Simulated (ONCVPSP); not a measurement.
Logarithmic derivatives: gold, ONCV

```json
{
  "Element": "gold (Au)",
  "Generator": "ONCVPSP 4.0.1",
  "Type": "optimised norm-conserving Vanderbilt (ONCV)",
  "Functional": "PBEsol",
  "Relativity": "scalar-relativistic",
  "Frozen core": "[Kr] 4d10",
  "Valence charge": "33",
  "Reference configuration": "4f14 5s2 5p6 5d10 6s1",
  "Partial waves": "5s+6s: rc 1.70 bohr, ncon 3, nbas 7, qcut 7.3 1/bohr, 2 projectors; 5p: rc 1.60 bohr, ncon 4, nbas 9, qcut 7.5 1/bohr, 3 projectors, debl 2.5 Ha; 5d: rc 1.70 bohr, ncon 4, nbas 9, qcut 9 1/bohr, 2 projectors, debl 0.6 Ha; 4f: rc 0.50 bohr, ncon 4, nbas 8, qcut 28.9 1/bohr, 2 projectors, debl 3 Ha",
  "Local potential": "polynomial inside 0.45 bohr (lpopt 3, dvloc0 1 Ha)",
  "Core correction": "Teter function, fcfact 6, rcfact 1.4"
}
```

The phase is arctan(r·R′/R) of the radial function R(r), unwrapped; energies in Ha, scanned from -5 to 5 Ha. A pole is an energy at which the radial function vanishes at the test radius. The pseudo phase is shifted by a multiple of π to meet the all-electron one at the reference energy, and phase errors are pseudo minus all-electron; the curves can meet again beyond the range given. Levels narrower than the energy grid can be missing from the lists of poles.

Question: For each channel, where are the poles, and over which energies does the pseudopotential scatter like the atom?

Answer:

```tsv
channel	radius (bohr)	reference energy (Ha)	poles, all-electron	poles, pseudo	unbroken range about the reference energy with phases within 0.05 rad	phase error 1 Ha above the reference energy (rad)
s	1.72	-0.21	-3.80	-3.80, 3.98	below 3.8	-0.004
p	1.62	-2.20	-1.55	-1.55	the whole range	+0.000
d	1.72	-0.25	0.95	0.95	the whole range	+0.000
f	0.51	-2.98	none	3.82	below 3.7	+0.000
```

Note: ghosts flagged at negative energy: s at -1019.4 eV, p at -303.7 eV; GHOST(+) flagged for d at 0.73 eV, s at 129.7 eV, f at 144.2 eV. A true bound ghost makes a file unfit for plane-wave use.

Phases in the f channel:

```csv
E (Ha),all-electron,pseudo
-4.96,-0.833,-0.833
-4.72,-0.863,-0.864
-4.48,-0.892,-0.892
-4.24,-0.920,-0.920
-4.00,-0.947,-0.947
-3.76,-0.972,-0.972
-3.52,-0.996,-0.996
-3.28,-1.020,-1.020
-3.04,-1.042,-1.042
-2.80,-1.063,-1.063
-2.56,-1.083,-1.083
-2.32,-1.103,-1.103
-2.08,-1.122,-1.122
-1.84,-1.140,-1.140
-1.60,-1.157,-1.157
-1.36,-1.173,-1.173
-1.12,-1.189,-1.189
-0.88,-1.205,-1.205
-0.64,-1.219,-1.219
-0.40,-1.233,-1.233
-0.16,-1.247,-1.247
0.08,-1.260,-1.260
0.32,-1.273,-1.273
0.56,-1.285,-1.285
0.80,-1.297,-1.297
1.04,-1.308,-1.308
1.28,-1.319,-1.319
1.52,-1.330,-1.330
1.76,-1.340,-1.341
2.00,-1.350,-1.351
2.24,-1.359,-1.361
2.48,-1.369,-1.371
2.72,-1.378,-1.380
2.96,-1.387,-1.390
3.20,-1.395,-1.401
3.44,-1.404,-1.414
3.68,-1.412,-1.439
3.92,-1.420,-4.455
4.16,-1.427,-4.546
4.40,-1.435,-4.562
4.64,-1.442,-4.572
4.88,-1.449,-4.581
```
